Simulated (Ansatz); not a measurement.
`[CH3][GeH]([NH2])[Cl]` + H₂ → `[NH2][GeH2][Cl]` + CH₄ at 700 K and 1 bar (hydrogenolysis of a Ge–C bond).

Computed with Ansatz on PBE0-D4/def2-TZVP structures; ΔE is electronic, products minus reactants. CBS: MP2 limit from def2 TZ/QZ plus the TZ coupled-cluster correction, frozen cores. This one scheme is used for every species. For Ge outer-core shells are correlated without core-valence functions, which leaves a few kJ/mol of doubt a bond. Scalar relativity is left out up to krypton. One conformer a species, not always the lowest.

| species | CCSD(T)/CBS energy (Eh) | H − E (kJ/mol) | S (J/(mol·K)) |
| --- | --- | --- | --- |
| `[CH3][GeH]([NH2])[Cl]` | -2632.32972 | 265.3 | 459.8 |
| H₂ | -1.17544 | 46.8 | 155.3 |
| `[NH2][GeH2][Cl]` | -2593.05183 | 169.8 | 389.6 |
| CH₄ | -40.46206 | 145.9 | 224.0 |

H − E and S are ideal-gas, rigid-rotor, harmonic terms from PBE0-D4/def2-TZVP, for one conformer and one mirror image of each species. The MP2-based limit puts H₂ 0.8 mEh under its directly extrapolated value; such offsets cancel only in part. 1 Eh = 2625.50 kJ/mol, R = 8.31446 J/(mol·K).

Q: By hand: ΔE, ΔH, ΔS and ΔG.

A: ΔE = (-2593.05183) + (-40.46206) − (-2632.32972) − (-1.17544) = -0.00873 Eh = -22.9 kJ/mol. Δ(H − E) = 169.8 + 145.9 − 265.3 − 46.8 = 3.6, so ΔH = -19.3 kJ/mol. ΔS = 389.6 + 224.0 − 459.8 − 155.3 = -1.5 J/(mol·K). ΔG = -19.3 − 700 × (-1.5)/1000 = -18.2 kJ/mol.

Q: By hand: the equilibrium constant, and the temperature at which ΔG would vanish if ΔH and ΔS stayed fixed.

A: log₁₀ K = −ΔG/(RT ln 10) = 1.4. ΔG = 0 at ΔH/ΔS = 12867 K, far beyond where these terms or the molecules hold.

The number of gas molecules stays the same, so ΔS is small and ΔH decides. A doubt of 5 kJ/mol in ΔE shifts log₁₀ K by 0.4 here. Other conformers and mirror images would add mixing entropy, several J/(mol·K) or more a flexible species. These are equilibria of isolated gas molecules and say nothing of rates. Largest T1 diagnostic: 0.010 (customary marks: 0.02 for closed shells, 0.045 for open ones).
